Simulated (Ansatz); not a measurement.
NaS, multiplicity 2 (lowest of 2S+1 = 2, 4 at CCSD(T)/def2-TZVPP on PBE0 minima; our sources give no spin for the ground state, which may be another), most abundant isotopes (22.9898 and 31.9721 u). Constants from fifth-degree fits in 1/R to seven points on the lowest solution found; no spin–orbit coupling, no relativity up to Kr; ω_e x_e and α_e move by some per cent with the fit.

Correlated levels freeze the inner cores; with def2 sets outer-core shells near the valence are correlated too.

Codes used: Ansatz (Gaussian basis) for Hartree–Fock, density functionals and correlated methods. 

| level | r_e (Å) | ω_e (cm⁻¹) | ω_e x_e (cm⁻¹) | α_e (cm⁻¹) |
|---|---|---|---|---|
| PBE/def2-TZVPP | 2.4956 | 321.9 | 1.57 | 0.00152 |
| CCSD(T)/def2-QZVPP | 2.4860 | 339.7 | 1.83 | 0.00152 |

D_e from total energies of the atoms and the molecule: 2.60 eV at PBE/def2-TZVPP; 2.59 eV at CCSD(T)/def2-QZVPP.

Task: Derive the rotational constants, the centrifugal constant, the fundamental, the zero-point energy and the force constant, and test the Morse rule for the well depth.

Result: 
μ = 13.37347 u.
- PBE/def2-TZVPP: B_e = 16.8576/(μ r_e²) = 0.20239 cm⁻¹; B₀ = B_e − α_e/2 = 0.20163 cm⁻¹; D = 4B_e³/ω_e² = 3.20e-07 cm⁻¹; fundamental ω_e − 2ω_e x_e = 319 cm⁻¹; zero-point energy ω_e/2 − ω_e x_e/4 = 161 cm⁻¹; k = μ(2πcω_e)² = 81.6 N/m; a Morse well would hold ω_e²/(4ω_e x_e) = 2.05 eV against the computed D_e of 2.60 eV
- CCSD(T)/def2-QZVPP: B_e = 16.8576/(μ r_e²) = 0.20397 cm⁻¹; B₀ = B_e − α_e/2 = 0.20321 cm⁻¹; D = 4B_e³/ω_e² = 2.94e-07 cm⁻¹; fundamental ω_e − 2ω_e x_e = 336 cm⁻¹; zero-point energy ω_e/2 − ω_e x_e/4 = 169 cm⁻¹; k = μ(2πcω_e)² = 90.9 N/m; a Morse well would hold ω_e²/(4ω_e x_e) = 1.96 eV against the computed D_e of 2.59 eV

Ansatz is a program for electronic structure.
